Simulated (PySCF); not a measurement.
# Orbital picture of Tl₂

UHF at R = 3.151 Å; basis Tl def2-SVP with ECP60; scalar-relativistic core potentials; PySCF 2.14. State: ³Πu (triplet), unpaired electrons σ ↑, π ↑. Only the outer orbitals are listed.

```csv
spin,orbital,occ.,ε (eV),main shells (%)
α,σg,1,-14.49,95 s
α,σu,1,-11.83,92 s
α,σg,1,-5.78,95 p
α,πu,1,-5.03,98 p
α,πu,0,-0.14,100 p
α,πg,0,0.56,99 p
α,πg,0,1.42,100 p
β,σg,1,-12.63,98 s
β,σu,1,-10.30,98 s
β,πu,0,0.32,100 p
β,πu,0,0.86,100 p
β,σg,0,0.95,97 p
```

Question: Which are the highest filled and the lowest empty level, where do they sit, and how wide is the gap?

Answer: Highest filled α πu at -5.03 eV (in %: 98 p); lowest empty α πu at -0.14 eV (in %: 100 p); the gap at UHF is 4.89 eV. Both belong to one degenerate shell, split only by its one-sided filling, so this is no excitation gap.

```
bond order (Mayer)             : 1.05
⟨S²⟩                           : 2.024
polarisability along the bond  : 362.0 bohr³
polarisability across the bond : 63.4 bohr³
```

Spin–orbit coupling is left out, which matters for elements this heavy, above all for dissociation energies. The state was picked by a PBE0 search and need not be the measured ground state.
